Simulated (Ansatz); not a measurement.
Geometry optimisation, RKS PBE0/6-31G* (Ansatz 0.2.0).

The input (input.yaml):

```yaml
crystal:
  periodic: [false, false, false]
  atoms:
    - { symbol: B, position_ang: [-0.019392, 0.447855, -0.364796] }
    - { symbol: Cl, position_ang: [0.060838, 0.080794, 2.682175] }
    - { symbol: O, position_ang: [1.17475, -0.160007, -0.589591] }
    - { symbol: H, position_ang: [1.117713, -1.082531, -0.869019] }
    - { symbol: O, position_ang: [-1.260115, -0.072194, -0.553408] }
    - { symbol: H, position_ang: [-1.277306, -0.998329, -0.826468] }
    - { symbol: H, position_ang: [0.028305, 1.583326, 0.005695] }
    - { symbol: H, position_ang: [0.091607, 1.072687, 1.79531] }
basis:
  gaussian: { orbitals: "6-31G*" }
hamiltonian:
  xc: pbe0
relax:
  f_tol: 0.03
  max_steps: 50
```

Launched with:

```bash
$ ansatz run input.yaml --threads 1 --pin off --max-ram 2048MiB --backend cpu --events-out ev --progress --plain --runs-dir out
```

Question: Where does it end, and by what steps?

Answer: It converged. The force dipped under the threshold on the way, but the program's further checks kept it going. After 39 steps the energy has fallen by 0.307 eV; Cl2 moved furthest, 1.49 Å.

```csv
step,energy less start (eV),largest force component (eV/Å),accepted
0,0.0000,0.882,yes
2,-0.0757,0.719,yes
4,-0.0985,0.191,yes
6,-0.1037,0.078,yes
8,-0.1053,0.028,yes
10,-0.1045,0.352,no
12,-0.1095,0.059,yes
14,-0.1110,0.124,yes
16,-0.1146,0.241,yes
18,-0.1160,0.590,no
20,-0.1286,0.181,yes
22,-0.1679,0.455,yes
24,-0.2633,0.430,yes
26,-0.2744,0.635,no
28,-0.2998,0.118,yes
30,-0.3012,0.218,no
32,-0.3060,0.007,yes
34,-0.3069,0.044,yes
36,-0.3070,0.020,yes
38,-0.3073,0.055,yes
39,-0.3074,0.026,yes
```

```xyz
8
Properties=species:S:1:pos:R:3
B -0.613 0.439 -0.500
Cl 1.336 0.655 3.199
O 0.313 -0.145 0.333
H 0.700 -0.974 0.022
O -1.005 -0.063 -1.697
H -0.586 -0.893 -1.960
H -1.100 1.461 -0.129
H 0.872 0.392 2.011
```

Whether the end is a true minimum wasn't checked by a vibrational analysis.

Time of the run: 110 s on 1 thread of Arm Neoverse V1 (shared host), peak memory 0.14 GiB.
